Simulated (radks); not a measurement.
The oxygen anion O-, [He] 2s2 2p5, held by a Watson sphere: a shell of charge +1.09 at radius R that stands for the Madelung well of a crystal (potential energy -1.09/R inside, -1.09/r outside, in hartree with lengths in bohr). All-electron calculation, scalar-relativistic Kohn-Sham, LDA (Slater exchange, VWN5 correlation), spin-polarised, spherical densities, finite nucleus; open shells are filled with parallel spins first; Fermi nuclear charge, rms radius of each element as measured or else 0.836 A^(1/3) + 0.57 fm. Program: a radial shooting solver on a logarithmic mesh with Libxc functionals. Response by self-consistent Sternheimer equations with the Hartree and adiabatic LDA kernel, the relativistic mass of each level held fixed and spin-orbit coupling left out. The sphere does not respond.

| R (bohr) | e(2s down) (eV) | e(2p up) (eV) | e(2p down) (eV) | <r> 2p (bohr) | sum of <r^2> (bohr^2) | X-ray form factor at sin(theta)/lambda = 0.1 1/angstrom | alpha (bohr^3) |
|---|---|---|---|---|---|---|---|
| 1.94 | -22.899 | -9.857 | -8.607 | 1.404 | 16.12 | 7.950 | 9.286 |
| 1.98 | -22.767 | -9.744 | -8.497 | 1.410 | 16.23 | 7.944 | 9.510 |
| 2.11 | -22.356 | -9.386 | -8.147 | 1.428 | 16.60 | 7.925 | 10.26 |
| 2.45 | -21.391 | -8.518 | -7.293 | 1.469 | 17.46 | 7.883 | 12.39 |
| 2.91 | -20.305 | -7.504 | -6.286 | 1.516 | 18.44 | 7.839 | 15.61 |
| 3.5 | -19.204 | -6.445 | -5.226 | 1.565 | 19.47 | 7.799 | 20.23 |
| 3.82 | -18.712 | -5.965 | -4.743 | 1.587 | 19.95 | 7.782 | 22.94 |
| 3.87 | -18.641 | -5.896 | -4.673 | 1.591 | 20.01 | 7.780 | 23.37 |
| 3.89 | -18.613 | -5.868 | -4.645 | 1.592 | 20.04 | 7.779 | 23.55 |
